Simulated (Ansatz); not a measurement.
`[SiH3]C1CC1` + `N[SiH](F)Br` → `F[SiH](Br)N[SiH3]` + `C1CC1`  (ligand exchange at the Si–C bond)

Computed with Ansatz on PBE0-D4/def2-TZVP structures; ΔE is electronic, products minus reactants. CBS: MP2 limit from def2 TZ/QZ plus the TZ coupled-cluster correction, frozen cores. DFT in def2-TZVPP. B3LYP here is the variant with VWN-RPA as its local correlation; programs differ in this. For Br outer-core shells are correlated without core-valence functions, which leaves a few kJ/mol of doubt a bond. Scalar relativity is left out up to krypton. One conformer a species, not always the lowest.

| level | ΔE (kJ/mol) |
| --- | --- |
| B3LYP-D4 | -52.9 |
| ωB97M-V | -51.3 |
| r2SCAN | -50.3 |
| SCS-MP2/def2-TZVPP | -55.4 |

**Question.** What does CCSD(T)/CBS give? (An estimate is asked.)

**Answer.** Ansatz gave: -52.0 kJ/mol. The listed levels differ from it by -0.9, 0.7, 1.7, -3.4 kJ/mol.

Largest T1 diagnostic among the species: 0.010.

In def2-TZVPP, CCSD(T) changes the Hartree–Fock value by +10.0 kJ/mol (the triples alone add +1.5 kJ/mol) and MP2 by +10.4 kJ/mol.
